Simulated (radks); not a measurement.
Species: Hg+. Configuration: [Xe] 4f14 5d10 6s1 (the NIST ground configuration). Method: Dirac Kohn-Sham, PBEsol, spin-unpolarised, spherical densities, finite nucleus; Fermi nuclear charge, rms radius 5.4648 fm; computed with a radial shooting solver on a logarithmic mesh with Libxc functionals. Some entries of the table are withheld. Estimate them.

| orbital | occ. | eigenvalue (eV) | <r> (bohr) |
|---|---|---|---|
| 1s1/2 | 2 | -82976.28 | 0.01660 |
| 2s1/2 | 2 | -14702.91 | 0.06928 |
| 2p1/2 | 2 | -14113.00 | 0.05693 |
| 2p3/2 | 4 | -12166.50 | 0.06560 |
| 3s1/2 | 2 | (1) | 0.1802 |
| 3p1/2 | 2 | -3228.418 | 0.1705 |
| 3p3/2 | 4 | -2797.323 | 0.1864 |
| 3d3/2 | 4 | -2353.057 | 0.1621 |
| 3d5/2 | 6 | -2260.647 | 0.1670 |
| 4s1/2 | 2 | (2) | 0.3993 |
| 4p1/2 | 2 | -660.4996 | 0.4012 |
| 4p3/2 | 4 | -556.3106 | 0.4355 |
| 4d3/2 | 4 | -368.3993 | 0.4426 |
| 4d5/2 | 6 | -348.9714 | 0.4537 |
| 5s1/2 | 2 | -126.9353 | 0.9025 |
| 4f5/2 | 6 | -107.0739 | 0.4793 |
| 4f7/2 | 8 | -102.8803 | 0.4861 |
| 5p1/2 | 2 | -89.0466 | 0.9720 |
| 5p3/2 | 4 | -70.7263 | 1.069 |
| 5d3/2 | 4 | -20.0286 | 1.436 |
| 5d5/2 | 6 | -18.1501 | 1.497 |
| 6s1/2 | 1 | -14.7592 | 2.499 |

Answer. 
(1) 3s1/2 eigenvalue (eV): -3495.405
(2) 4s1/2 eigenvalue (eV): -775.1451
